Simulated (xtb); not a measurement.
FH5N3Nb, SMILES [NH]=[Nb]([NH2])([NH2])[F], multiplicity 1. All values are semi-empirical tight-binding results from xtb (GFN2-xTB unless named), good for trends rather than for accurate numbers. Geometry optimised at GFN2-xTB. The spin state was assumed, not searched. The structure was generated by enumeration; whether it is a known compound was not checked. The values are those of a single conformer.

Optimised geometry:

Bond lengths (Å): Nb1–N2 1.769, Nb1–F4 1.880, Nb1–N5 1.966, Nb1–N8 1.966, N2–H3 1.020, N5–H6 1.023, N5–H7 1.018, N8–H9 1.018, N8–H10 1.023. Bond angles (°): N2–Nb1–F4 115.3, N2–Nb1–N5 103.5, N2–Nb1–N8 103.5, F4–Nb1–N5 111.9, F4–Nb1–N8 111.9, N5–Nb1–N8 110.1, Nb1–N2–H3 173.0, Nb1–N5–H6 121.1, Nb1–N5–H7 131.0, H6–N5–H7 107.9, Nb1–N8–H9 131.0, Nb1–N8–H10 121.1, H9–N8–H10 107.9.
Charge 0, spin multiplicity 1.

For metal compounds this method's bond lengths and energies can be far off.

point group as xtb finds it: Cs
orbital gap: 3.61 eV
zero-point energy: 38.0 kcal/mol
G − E(el) at 298.15 K (modified RRHO): 17.3 kcal/mol

Computed atomic charges and the Wiberg bond orders between heavy atoms:
charges (e) Nb1 0.37, N2 -0.30, H3 0.22, F4 -0.33, N5 -0.35, H6 0.18, H7 0.19, N8 -0.35, H9 0.19, H10 0.18. Bond orders Nb1–N2 2.45, Nb1–F4 1.01, Nb1–N5 1.30, Nb1–N8 1.30.
